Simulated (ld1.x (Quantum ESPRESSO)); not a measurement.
# Ranking TM potentials for Sn

All share these settings but for the change named:

ld1.x (Quantum ESPRESSO) 7.5 input, shortened:

```
&input
   title='Sn', zed=50., rel=1, dft='PBE', iswitch=3,
   config='[Kr] 4d10 5s1 5p3'
 /
 &inputp
   pseudotype=2, tm=.true., lloc=2,
   nlcc=.false.
 /
3
4S  1  0   2.00   0.00  0.75  0.75  0.0
4P  2  1   6.00   0.00  1.35  1.35  0.0
4D  3  2  10.00   0.00  1.10  1.10  0.0
 &test
   configts(1)='4s2 4p6 4d10 5s1 5p3'
 /
```

Occupied shells without a wave of their own: 5p, 5s. They enter only through the test configuration that unscreens the potential.

Test errors are all-electron minus pseudo excitation energies from the reference, over 4s2 4p6 4d10 5s2 5p2; 4s2 4p6 4d10 5s2 5p1; 4s2 4p6 4d10 5s2 5p0; 4s2 4p5 4d10 5s2 5p2; 4s2 4p6 4d10 5s0 5p4; 4s2 4p6 4d10 5s0 5p0; 4s2 4p6 4d10 5s2 5p2.3. None of these files shows a bound ghost.

The base gives 1238.3 meV.

Of 9 variants that were run, those that failed, showed a ghost or another fault, or gave nearly equal values are left out.

A variant can come out equal or close to the base, since the largest error may sit in a test that the change hardly touches while other tests move.

(1) Rank these variants by their largest absolute test error, smallest first.
A. wave 4s (bound): rc 0.75 bohr becomes 4s (bound): rc 0.90 bohr
B. wave 4p (bound): rc 1.35 bohr becomes 4p (bound): rc 1.14 bohr
C. wave 4d (bound): rc 1.10 bohr becomes 4d (bound): rc 1.56 bohr

Results:

(1) C (619.1 meV), B (759.4 meV), A (1223.0 meV).
